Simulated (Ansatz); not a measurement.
def2 core potentials replace the inner electrons of Te.

Z-matrix (Å, degrees):
```
C
H 1 1.0972
H 1 1.0977 2 110.91
H 1 1.1003 2 110.12 3 121.70
Te 1 2.1700 2 110.79 4 118.83
O 5 2.0200 1 95.36 2 73.75
H 6 0.9688 5 106.25 1 -90.82
```
Charge 0, multiplicity 1.

Task: Predict the vertical ionisation energy (Delta-SCF), dipole moment, hole reorganisation energy (four-point), adiabatic ionisation energy (no zero-point term) and HOMO–LUMO gap from PBE-D3(BJ)/def2-TZVP // B3LYP-D3(BJ)/def2-SVP in Ansatz (an electronic-structure program).

Result: 
```json
{
 "vertical ionisation energy (Delta-SCF)": "8.13 eV",
 "dipole_moment": "1.91 D",
 "hole reorganisation energy (four-point)": "13.75 kcal/mol",
 "adiabatic ionisation energy (no zero-point term)": "7.74 eV",
 "HOMO–LUMO gap": "2.47 eV"
}
```
